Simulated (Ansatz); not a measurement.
Reaction R1 + R2 → P1 + P2, each structure at its B3LYP-D3(BJ)/def2-TZVP stationary point, reached from a drawn start (curvature not checked).
R1: H6N3Si (SMILES N[Si](N)N), charge 0, multiplicity 2.
R2, H2 (SMILES [H][H]) (charge 0, multiplicity 1, Z-matrix in Å and degrees):
```
H
H 1 0.7440
```
P1, H7N3Si (SMILES N[SiH](N)N) (charge 0, multiplicity 1):
```
atom    x (Å)    y (Å)    z (Å)
----  -------  -------  -------
N     -0.6957  -1.1432   0.9788
Si    -0.1136  -0.1907  -0.3295
N      1.5795  -0.1175  -0.0705
N     -0.5711   1.4504  -0.5642
H     -0.4628  -0.9232   1.9348
H     -1.5841  -1.6133   0.9128
H     -0.6508  -0.8797  -1.5301
H      2.0848  -0.9329   0.2352
H      2.1533   0.5030  -0.6175
H     -1.4263   1.6793  -1.0449
H     -0.3129   2.1680   0.0951
```
P2: H atom, charge 0, multiplicity 2.

P less R. No zero-point or thermal terms; singlets are restricted closed shells; open shells are unrestricted.

Frozen-core correlation throughout.

Codes used: Ansatz (a program for electronic structure). All values are computed, each at the level named.

The comparison value is 7.80 kcal/mol (CCSD(T)/cc-pV(T+d)Z). It is a level with limits of its own, not the exact answer.

Order these levels by how close they come to the comparison value for the reaction energy, closest first: PBE/def2-TZVPP, BHLYP/def2-TZVPP, SVWN5/def2-TZVPP, CAM-B3LYP/def2-TZVPP, BLYP/def2-TZVPP. Give each level's value less the comparison value.

BHLYP/def2-TZVPP (0.54 kcal/mol), CAM-B3LYP/def2-TZVPP (1.65 kcal/mol), SVWN5/def2-TZVPP (3.14 kcal/mol), PBE/def2-TZVPP (4.36 kcal/mol), BLYP/def2-TZVPP (7.36 kcal/mol)
